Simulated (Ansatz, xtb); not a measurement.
C5H6BrNS: which of two isomers lies lower

Structure X is `NCc1ccc(Br)s1`, a singlet and structure Y is `NCc1cc(Br)cs1`, a singlet. Both are isolated molecules in the gas phase, relaxed with B3LYP/def2-SVP; the shapes shown needn't be the lowest conformers.

X (Å):

```yaml
atoms:
  - { symbol: C, position_ang: [-1.6049, 0.3776, -1.4883] }
  - { symbol: C, position_ang: [-0.6948, 0.3245, -0.2829] }
  - { symbol: C, position_ang: [0.0838, -0.7203, 0.1557] }
  - { symbol: C, position_ang: [0.7705, -0.4617, 1.3823] }
  - { symbol: C, position_ang: [0.4975, 0.7916, 1.8665] }
  - { symbol: Br, position_ang: [1.1732, 1.5744, 3.4399] }
  - { symbol: N, position_ang: [-3.0334, 0.1943, -1.2390] }
  - { symbol: S, position_ang: [-0.5889, 1.6705, 0.8309] }
  - { symbol: H, position_ang: [-3.3845, 0.9369, -0.6329] }
  - { symbol: H, position_ang: [-3.1867, -0.6762, -0.7280] }
  - { symbol: H, position_ang: [-1.4703, 1.3352, -2.0192] }
  - { symbol: H, position_ang: [-1.2682, -0.4065, -2.1871] }
  - { symbol: H, position_ang: [0.1678, -1.6612, -0.3928] }
  - { symbol: H, position_ang: [1.4361, -1.1661, 1.8816] }
```

Y (Å):

```yaml
atoms:
  - { symbol: C, position_ang: [-1.9170, -0.9898, -0.5217] }
  - { symbol: C, position_ang: [-0.9441, -0.0897, 0.2063] }
  - { symbol: C, position_ang: [0.2401, 0.4330, -0.2548] }
  - { symbol: C, position_ang: [0.8573, 1.3132, 0.6877] }
  - { symbol: C, position_ang: [0.1510, 1.4613, 1.8520] }
  - { symbol: Br, position_ang: [2.5067, 2.1858, 0.3485] }
  - { symbol: N, position_ang: [-3.0808, -0.3399, -1.1201] }
  - { symbol: S, position_ang: [-1.2935, 0.5066, 1.8110] }
  - { symbol: H, position_ang: [-3.6401, 0.1171, -0.3987] }
  - { symbol: H, position_ang: [-2.7778, 0.4045, -1.7498] }
  - { symbol: H, position_ang: [-2.2769, -1.7777, 0.1611] }
  - { symbol: H, position_ang: [-1.3578, -1.5088, -1.3176] }
  - { symbol: H, position_ang: [0.6657, 0.1997, -1.2317] }
  - { symbol: H, position_ang: [0.4048, 2.0633, 2.7220] }
```

Quicker runs give these differences E(Y) − E(X): GFN2-xTB −12.0 kJ/mol; HF/STO-3G −2.2 kJ/mol (at GFN2-xTB geometries); r2SCAN-D4/def2-SVP −8.5 kJ/mol (at GFN2-xTB geometries).

Estimate E(Y) − E(X) at the level CCSD(T)/def2-SVP + ΔMP2/def2-TZVPP.

Calculated at CCSD(T)/def2-SVP + ΔMP2/def2-TZVPP: E(Y) − E(X) = −9.4 kJ/mol, so structure Y lies lower.

Level by level:

```csv
level,geometry,E(Y) − E(X) (kJ/mol),departure from the last row (kJ/mol),"job, with rough time for the two"
GFN2-xTB,GFN2-xTB,−12.0,−2.6,"optimisation, 0.12 s"
HF/STO-3G,GFN2-xTB,−2.2,+7.2,"single point, 0.58 s"
r2SCAN-D4/def2-SVP,GFN2-xTB,−8.5,+0.9,"single point, 4.7 s"
B3LYP/def2-SVP,B3LYP/def2-SVP,−8.0,+1.4,"optimisation, 77 s"
HF/def2-SVP,B3LYP/def2-SVP,−10.2,−0.7,part of the CCSD(T) run
MP2/def2-SVP,B3LYP/def2-SVP,−8.2,+1.2,part of the CCSD(T) run
CCSD(T)/def2-SVP,B3LYP/def2-SVP,−8.4,+1.1,single point
CCSD(T)/def2-SVP + ΔMP2/def2-TZVPP,B3LYP/def2-SVP,−9.4,,"single point, 2.7 min"
```

As drawn, both hold the same kinds of bond in the same numbers.

The levels shown agree on the order. The largest departure from CCSD(T)/def2-SVP + ΔMP2/def2-TZVPP is that of HF/STO-3G, 7.2 kJ/mol. The last row adds to CCSD(T) the change of the MP2 difference between the two basis sets, here −1.1 kJ/mol.

With thermal terms from frequencies at re-optimised GFN2-xTB minima (ideal gas, soft modes damped towards free rotors, one conformer each, 298.15 K, 1 atm): the zero-point term adds −0.1 kJ/mol; ΔH is −9.6 and ΔG −9.3 kJ/mol.

The correlated steps freeze 20 core orbitals; the filled d shell of Br is correlated, in a basis made for valence electrons. Programs: Ansatz 0.2.0, xtb 6.7.1; the last row on 4 threads of Arm Neoverse V2 on a shared host.
